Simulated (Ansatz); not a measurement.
Mulliken charges of C₂H₃BClF (`FB1CC1Cl`) from r2SCAN/def2-TZVPP in Ansatz (PBE0-D4/def2-TZVP geometry).

```csv
atom,x (Å),y (Å),z (Å),charge (e)
F1,-1.781,-0.700,1.290,-0.253
B2,-0.726,-0.420,0.577,0.401
C3,0.706,0.063,0.525,-0.233
C4,-0.152,-0.070,-0.785,-0.035
Cl5,-0.664,1.398,-1.610,-0.150
H6,1.576,-0.586,0.554,0.087
H7,0.919,1.070,0.879,0.091
H8,0.213,-0.812,-1.486,0.093
```

Task: By hand: the dipole of these point charges (1 e Å = 4.8032 D).

Result: Σ q r = (0.340, -0.242, 0.042) e Å, of length 0.419 e Å = 2.01 D.

Task: How does the dipole of the full density compare? (Best estimate.)

Result: Computed: (0.299, -0.245, 0.120) e Å, 1.94 D; the point charges give 1.04 times that, at 12° from its direction.

Point charges leave out the atoms' own dipoles, such as those of lone pairs, and Mulliken's split depends on the basis, so the close match here is no proof of good charges.
